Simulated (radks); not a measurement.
Q: The gadolinium ion Gd23+, 41 electrons, occupied as [Kr] 4d4 7p1 (not the ground configuration). Calculated with a radial shooting solver on a logarithmic mesh with Libxc functionals: scalar-relativistic Kohn-Sham, r2SCAN, spin-polarised, spherical densities, finite nucleus; open shells are filled with parallel spins first (spin-orbit coupling, left out, can overturn this in heavy ions); meta-GGA in the generalised Kohn-Sham scheme; Fermi nuclear charge, rms radius 5.1569 fm. Some entries of the table are withheld. Estimate them.

orbital  occ.  eigenvalue (hartree)  <r^2> (bohr^2)
1s up       1             -1870.422       0.0006552
1s down     1             -1870.418       0.0006552
2s up       1             -332.0034         0.01027
2s down     1             -331.8296         0.01026
2p up       3             -298.2806        0.008281
2p down     3             -298.1453        0.008276
3s up       1             -94.03342         0.06730
3s down     1             -93.99192         0.06721
3p up       3             -83.53523         0.06732
3p down     3             -83.47530         0.06721
3d up       5             -69.82103             (1)
3d down     5             -69.69447             (2)
4s up       1             -37.48551          0.2997
4s down     1             -37.04752          0.3005
4p up       3             -33.71660          0.3221
4p down     3             -33.28154          0.3231
4d up       4             -28.55672          0.3401
4d down     0             -28.12036          0.3410
7p up       1              -7.77253           5.658

A: 
(1) 3d up <r^2> (bohr^2): 0.05627
(2) 3d down <r^2> (bohr^2): 0.05623
